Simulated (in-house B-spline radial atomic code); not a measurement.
Settings and results of a run for Be+. Method: non-relativistic Hartree-Fock, spin-polarised, averaged over the determinants with the given up and down occupations, point nucleus. Calculated with a B-spline radial code for spherical atoms.

Command:
```bash
python run_scf.py task.json out
```
Settings:
```
Z                4
configuration    [He] 2s1
hamiltonian      nr
method           hf
spin_polarised   True
```

Output (hartree, bohr):
```
 radial grid: 39 intervals, B-splines of order 8, outer radius 23.5294 bohr

 iter        energy (Eh)    residual
    1        -13.9900243    1.36e-01
    2        -14.2758498    1.27e-02
    3        -14.2769106    7.12e-03
    4        -14.2772681    3.97e-03
    5        -14.2774525    6.91e-04
    6        -14.2774628    1.63e-04
    7        -14.2774635    1.06e-05
    8        -14.2774635    8.37e-07
    9        -14.2774635    2.20e-08

 total energy                      -14.277463
 kinetic                             14.27746
 electron-nucleus                   -31.88952
 electron-electron                    3.33459

 orbital      occ     eigenvalue          <r>       <r^2>       <1/r>       <r^4>     <1/r^3>       r_max
 1s up      1.000       -5.15892     0.413492    0.231168     3.69306     0.13967           -      0.2664
 1s down    1.000       -5.11769     0.416005    0.234099     3.67399    0.143351           -      0.2675
 2s up      1.000       -0.66626      2.28012      6.0872    0.605332     63.8417           -       1.878
```

Run time, properties included: 0.04 s on 1 thread of Arm Neoverse V2, on a shared host.
